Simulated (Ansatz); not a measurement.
Na6Au⁺. Total charge 1; singlet. Geometry PBE-D4/def2-SVP.

```xyz
7

Au    0.388   -0.240   -2.008
Na   -1.358    2.101   -2.046
Na   -2.053    2.543    1.480
Na    1.250   -2.062    2.662
Na    1.221    1.055    0.524
Na   -1.377   -0.957    0.250
Na    1.928   -2.441   -0.862
```

In the def2 sets Au takes a core potential; there is no spin–orbit coupling. The restricted singlet is unstable towards broken spin symmetry in Hartree–Fock (as tested in another run); at PBE-D4/def2-SVP, PBE-D4/def2-TZVP, PBE0-D4/def2-SVP, PBE0-D4/def2-TZVP and others this wasn't settled. No other spin state of charge 1 was run. Another isomer (singlet) lies 0.03 eV lower at PBE0-D4/def2-TZVP; other spin states weren't run for this one.

(1) Estimate the orbital energies around the gap (eV) in Ansatz with PBE-D4/def2-SVP, PBE-D4/def2-TZVP, PBE0-D4/def2-SVP, PBE0-D4/def2-TZVP, r2SCAN0-D4/def2-TZVP.

Answers

(1) 
| orbital | PBE-D4/def2-SVP | PBE-D4/def2-TZVP | PBE0-D4/def2-SVP | PBE0-D4/def2-TZVP | r2SCAN0-D4/def2-TZVP |
| --- | --- | --- | --- | --- | --- |
| HOMO−5 | -9.10 | -9.12 | -10.59 | -10.59 | -10.77 |
| HOMO−4 | -9.07 | -9.09 | -10.56 | -10.56 | -10.73 |
| HOMO−3 | -9.06 | -9.08 | -10.53 | -10.53 | -10.70 |
| HOMO−2 | -8.80 | -8.81 | -9.60 | -9.61 | -9.74 |
| HOMO−1 | -6.49 | -6.53 | -6.93 | -6.97 | -6.93 |
| HOMO | -6.22 | -6.27 | -6.62 | -6.67 | -6.60 |
| LUMO | -5.16 | -5.21 | -4.62 | -4.65 | -4.51 |
| LUMO+1 | -4.78 | -4.83 | -4.29 | -4.33 | -4.19 |
| LUMO+2 | -4.66 | -4.76 | -4.14 | -4.23 | -4.04 |
| LUMO+3 | -4.17 | -4.26 | -3.62 | -3.70 | -3.56 |
| LUMO+4 | -3.84 | -3.91 | -3.33 | -3.41 | -3.31 |
| LUMO+5 | -3.57 | -3.66 | -3.02 | -3.12 | -2.99 |
